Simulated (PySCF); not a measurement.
C3H5BO2, SMILES C(=O)B(C=C)O.

Geometry optimised at B3LYP-D3(BJ)/def2-SVP. This is a generated structure with no PubChem entry under its InChIKey; it may be hypothetical. The values are those of a single conformer.

These are PBE/def2-TZVP in PySCF values and carry that method's errors.

Isolated molecule, no solvent.

| Item | Value |
|---|---|
| total energy | -292.40396 hartree |
| highest occupied level | -5.83 eV |
| lowest empty level | -3.57 eV |
| orbital gap | 2.27 eV |
| dipole moment | 1.86 D |
| quadrupole, principal values (traceless, Buckingham form, about the centre of nuclear charge) | -3.37, -0.51, 3.89 D·Å |
| mean static polarisability | 58.3 bohr³ (8.64 Å³) |
| polarisability, principal values | 34.8, 59.0, 81.1 bohr³ |
